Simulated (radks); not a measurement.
Q: Method: Dirac Kohn-Sham, PBE, spin-unpolarised, spherical densities, finite nucleus; open shells fill j = l - 1/2 first; Fermi nuclear charge, rms radius of each element as measured or else 0.836 A^(1/3) + 0.57 fm; computed with a radial shooting solver on a logarithmic mesh with Libxc functionals. Each species is in its NIST ground configuration. Rank Pr3+, Lu3+, Pm3+, Nd3+, Tb3+, Sm3+, Tm3+, Dy3+, Ce3+, Er3+, La3+, Yb3+, Eu3+, Ho3+, Gd3+ by radius at which the density is 0.001 e/bohr^3 (bohr), largest first.

A: La3+ 3.51, Ce3+ 3.47, Pr3+ 3.43, Nd3+ 3.39, Pm3+ 3.35, Sm3+ 3.32, Eu3+ 3.28, Gd3+ 3.25, Tb3+ 3.22, Dy3+ 3.19, Ho3+ 3.16, Er3+ 3.14, Tm3+ 3.11, Yb3+ 3.09, Lu3+ 3.06.
